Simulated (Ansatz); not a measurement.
The molecule GeAs, multiplicity 2 (lowest of 2S+1 = 2, 4 at CCSD(T)/def2-TZVPP on PBE0 minima; our sources give no spin for the ground state, which may be another). No spin–orbit coupling. Ge is treated without relativity. As is treated without relativity.

The constants come from a fifth-degree fit in 1/R (seven points, main isotopes). Runs in def2 and cc sets follow the lowest solution found near the PBE0 minimum.

Run with Ansatz (a first-principles code). 

```csv
level,r_e (Å),ω_e (cm⁻¹),ω_e x_e (cm⁻¹),dipole (D)
SVWN5/def2-TZVPP,2.241,351,0.74,0.78
PBE/def2-TZVPP,2.274,338,0.75,0.86
B97M-V/def2-TZVPP,2.247,[?],0.84,0.95
B3LYP/def2-TZVPP,[?],[?],0.77,0.99
```

What belongs in the gaps?


- B3LYP/def2-TZVPP, r_e (Å): 2.262
- B3LYP/def2-TZVPP, ω_e (cm⁻¹): 347
- B97M-V/def2-TZVPP, ω_e (cm⁻¹): 356
